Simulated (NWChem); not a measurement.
System: C$_{6}$H$_{7}$, doublet; SMILES [CH]1CC=CC=C1

NWChem input:

```
start job
memory heap 200 mb stack 900 mb global 1100 mb
geometry units angstroms noautosym nocenter noautoz
  C     -1.248558     0.628797     0.000000
  C     -1.226210    -0.737939     0.000000
  C     -0.004468    -1.456872     0.000000
  C      1.221684    -0.745480     0.000000
  C      1.252449     0.621096     0.000000
  C      0.004468     1.442785     0.000000
  H     -2.204424     1.160683     0.000000
  H     -2.170249    -1.290348     0.000000
  H     -0.007834    -2.548437     0.000000
  H      2.162301    -1.303694     0.000000
  H      2.211576     1.147081     0.000000
  H      0.006600     2.138116     0.868360
  H      0.006600     2.138116    -0.868360
end
basis spherical
  * library 6-31g*
end
dft
  odft
  mult 2
  xc m05-2x
  iterations 150
end
cosmo
  do_cosmo_smd true
  solvent ethanol
end
task dft energy
```

Output (shortened):

```
             Northwest Computational Chemistry Package (NWChem) 7.3.0
             --------------------------------------------------------

                             Geometry "geometry" -> ""
                             -------------------------

 Output coordinates in angstroms (scale by  1.889725989 to convert to a.u.)

  No.       Tag          Charge          X              Y              Z
 ---- ---------------- ---------- -------------- -------------- --------------
    1 C                    6.0000    -1.24855800     0.62879700     0.00000000
    2 C                    6.0000    -1.22621000    -0.73793900     0.00000000
    3 C                    6.0000    -0.00446800    -1.45687200     0.00000000
    4 C                    6.0000     1.22168400    -0.74548000     0.00000000
    5 C                    6.0000     1.25244900     0.62109600     0.00000000
    6 C                    6.0000     0.00446800     1.44278500     0.00000000
    7 H                    1.0000    -2.20442400     1.16068300     0.00000000
    8 H                    1.0000    -2.17024900    -1.29034800     0.00000000
    9 H                    1.0000    -0.00783400    -2.54843700     0.00000000
   10 H                    1.0000     2.16230100    -1.30369400     0.00000000
   11 H                    1.0000     2.21157600     1.14708100     0.00000000
   12 H                    1.0000     0.00660000     2.13811600     0.86836000
   13 H                    1.0000     0.00660000     2.13811600    -0.86836000

 Effective nuclear repulsion energy (a.u.)     209.6644300353

                                 NWChem DFT Module
                                 -----------------

 Summary of "ao basis" -> "ao basis" (spherical)
 ------------------------------------------------------------------------------
       Tag                 Description            Shells   Functions and Types
 ---------------- ------------------------------  ------  ---------------------
 C                           6-31g*                  6       14   3s2p1d
 H                           6-31g*                  2        2   2s

 in cosmo_initialize ...
 calling solv_data for solv:ethanol

 solvent parameters
 solvname_short: ethanol
 solvname_long:  ethanol
 dielec:       24.8520
 dielecinf:     1.8526
 nonaqueous SMD model solvent descriptors
 dielec:       24.8520
 sola:          0.3700
 solb:          0.4800
 solc:          0.0000
 solg:         31.6200
 solh:          0.0000
 soln:          1.3611

[...]

                                COSMO-SMD solvation results
                                ---------------------------

             internal energy in gas <Psi(g)|H|Psi(g)> =      -232.751433287815
         internal energy in solvent <Psi(s)|H|Psi(s)> =      -232.750452154020
                               delta internal energy  =         0.000981133794 (    0.62 kcal/mol)
   total free energy in solvent <Psi(s)|H+V/2|Psi(s)> =      -232.757527725923
 polarization energy contribution <Psi(s)|V/2|Psi(s)> =        -0.007075571903 (   -4.44 kcal/mol)
    total free energy in solvent including G(SMD-CDS) =      -232.759578162958
                       G(SMD-CDS) energy contribution =        -0.002050437035 (   -1.29 kcal/mol)
     1 M fixed-concentration free energy of solvation =        -0.008144875144 (   -5.11 kcal/mol)

                    DFT Final Alpha Molecular Orbital Analysis
                    ------------------------------------------

 Vector   20  Occ=1.000000D+00  E=-3.894353D-01
              MO Center=  2.1D-04,  6.0D-02,  6.3D-11, r^2= 4.1D+00
   Bfn.  Coefficient  Atom+Function         Bfn.  Coefficient  Atom+Function
  ----- ------------  ---------------      ----- ------------  ---------------
    73      0.279860   6 C  px               31     -0.253633   3 C  px
     3     -0.243833   1 C  px               59     -0.243638   5 C  px
    17      0.219098   2 C  px               45      0.219141   4 C  px
    77      0.145907   6 C  px               85      0.142467   7 H  s
    93     -0.142468  11 H  s                86      0.139550   7 H  s

 Vector   21  Occ=1.000000D+00  E=-3.282715D-01
              MO Center=  2.4D-04,  6.8D-02,  1.0D-09, r^2= 3.0D+00
   Bfn.  Coefficient  Atom+Function         Bfn.  Coefficient  Atom+Function
  ----- ------------  ---------------      ----- ------------  ---------------
     5      0.318543   1 C  pz               61     -0.318545   5 C  pz
    19      0.253675   2 C  pz               47     -0.253677   4 C  pz
     9      0.243213   1 C  pz               65     -0.243215   5 C  pz
    23      0.184110   2 C  pz               51     -0.184113   4 C  pz

 Vector   22  Occ=1.000000D+00  E=-2.114307D-01
              MO Center=  1.5D-05, -1.4D-03, -4.9D-10, r^2= 3.5D+00
   Bfn.  Coefficient  Atom+Function         Bfn.  Coefficient  Atom+Function
  ----- ------------  ---------------      ----- ------------  ---------------
    33      0.374765   3 C  pz               37      0.374861   3 C  pz
     5     -0.310998   1 C  pz               61     -0.310999   5 C  pz
     9     -0.306085   1 C  pz               65     -0.306086   5 C  pz
    96      0.182845  12 H  s                98     -0.182845  13 H  s
    95      0.122355  12 H  s                97     -0.122355  13 H  s

 Vector   23  Occ=0.000000D+00  E= 4.361642D-02
              MO Center= -5.6D-04, -1.9D-01,  1.3D-09, r^2= 3.5D+00
   Bfn.  Coefficient  Atom+Function         Bfn.  Coefficient  Atom+Function
  ----- ------------  ---------------      ----- ------------  ---------------
    23      0.483173   2 C  pz               51     -0.483169   4 C  pz
     9     -0.431903   1 C  pz               65      0.431896   5 C  pz
    19      0.313445   2 C  pz               47     -0.313445   4 C  pz
     5     -0.276678   1 C  pz               61      0.276678   5 C  pz
    41      0.031794   3 C  d  1             83     -0.025543   6 C  d  1

[...]
```

Level: M05-2X/6-31G* (spherical d), spin-unrestricted, SMD on the gas-phase geometry. In the optimisation the excess spin sits in a" (Cs, its own frame). All runs use the structure optimised with PBE0/def2-SVP, spin-unrestricted. No stability test was run on the SCF state. Solvent: ethanol.
